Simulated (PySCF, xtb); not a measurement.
Al(Cl)2(SMe) (CH3AlCl2S), SMILES C[S][Al]([Cl])[Cl].

GFN2-xTB (xtb 6.7.1) at its own geometry gives an orbital gap of 3.32 eV and a dipole moment of 1.92 D.

The structure is a stationary point at PBE-D3(BJ)/def2-SVP. The structure was generated by enumeration; whether it is a known compound was not checked. One conformer was computed; it need not be the lowest.

What does ωB97X/def2-TZVP (PySCF) give? (An estimate is asked for; the answer gives what the named calculation found.)

gap 10.90 eV (levels -9.95 and 0.95 eV), dipole 2.06 D.
